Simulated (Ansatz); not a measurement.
Start from `C[SiH2]N[SiH](O)O` and change one atom or group to get `CN[SiH](O)O`.

Ansatz, PBE0-D4/def2-TZVP geometries, multiplicity 1. Each molecule was computed in one conformer, which needn't be the lowest.

```csv
property,`C[SiH2]N[SiH](O)O`
HOMO energy (B3LYP/def2-TZVPP) / eV,-7.39
HOMO–LUMO gap (PBE0/def2-TZVPP) / eV,8.26
size of the dipole moment (ωB97M-V/def2-TZVPP) / D,2.00
LUMO energy (ωB97M-V/def2-TZVPP) / eV,2.03
HOMO energy (ωB97M-V/def2-TZVPP) / eV,-9.95
HOMO–LUMO gap (ωB97M-V/def2-TZVPP) / eV,11.98
```

(1) What does the change do to each property? (An estimate is asked.)

Answers

(1) The calculation gave: 
```
                                          property  `CN[SiH](O)O`  shift
               HOMO energy (B3LYP/def2-TZVPP) / eV          -6.78   0.61
              HOMO–LUMO gap (PBE0/def2-TZVPP) / eV           7.89  -0.37
size of the dipole moment (ωB97M-V/def2-TZVPP) / D           1.55  -0.45
             LUMO energy (ωB97M-V/def2-TZVPP) / eV           2.32   0.29
             HOMO energy (ωB97M-V/def2-TZVPP) / eV          -9.39   0.56
           HOMO–LUMO gap (ωB97M-V/def2-TZVPP) / eV          11.71  -0.27
```

With PBE0 the HOMO rises by 0.62 eV and the LUMO rises by 0.25 eV, so the gap narrows by about 0.37 eV. PBE moves the HOMO by 0.66 eV and ωB97M-V by 0.56 eV. Dipoles are sizes alone; their direction can turn.

B3LYP here is the variant with VWN-RPA as its local correlation; programs differ in this.
